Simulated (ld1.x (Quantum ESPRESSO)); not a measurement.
**chromium: what ld1.x (Quantum ESPRESSO) 7.5 does with a changed input**

Command:

```bash
ld1.x < Cr.in > Cr.out
```

Input:

```
&input
   title='Cr', zed=24., rel=1, dft='PZ', iswitch=3, rmax=10.0,
   config='[Ar] 3d5 4s1 4p0',
   nld=3, rlderiv=2.35, eminld=-7.0, emaxld=5.0, deld=0.02
 /
 &inputp
   pseudotype=3, tm=.true., lloc=-1, rcloc=1.15,
   nlcc=.false.,
   which_augfun='PSQ', rmatch_augfun_nc=.true.,
   file_pseudopw='Cr.UPF', file_wfcaegen='ae.wfc', file_wfcncgen='nc.wfc', file_beta='beta', file_chi='chi', file_wfcusgen='us.wfc'
 /
6
3S  1  0   2.00   0.00  1.20  1.35  0.0
4S  2  0   1.00   0.00  1.20  1.35  0.0
3P  2  1   6.00   0.00  1.65  2.15  0.0
4P  3  1   0.00   0.00  1.65  2.15  0.0
3D  3  2   5.00   0.00  1.35  1.65  0.0
3D  3  2   0.00   1.65  1.35  1.65  0.0
 &test
   configts(1)='3s2 3p6 3d5 4s1 4p0'
 /
```

This is an input that runs to its end, with one change: mesh end rmax=10.0.

**Question.** How does the run end?

**Answer.** The program runs through. The occupied levels of the test differ from the all-electron ones by at most 0.00026 Ry (unchanged input: 0.00002 Ry).

```
     eps = 1.7E-15  iter = 15

     Etot =   -2096.954627 Ry,   -1048.477314 Ha,  -28530.521154 eV
     Etotps =  -174.875116 Ry,     -87.437558 Ha,   -2379.297163 eV

     Ekin =      31.797135 Ry,      15.898568 Ha,     432.622063 eV
     Encl =    -392.056361 Ry,    -196.028181 Ha,   -5334.198537 eV
     Ehrt =     148.713739 Ry,      74.356869 Ha,    2023.353496 eV
     Ecxc =     -19.393242 Ry,      -9.696621 Ha,    -263.858493 eV
     Epseu=      56.063613 Ry,      28.031806 Ha,     762.784308 eV

     ---------------------- End of pseudopotential test ----------------------
```
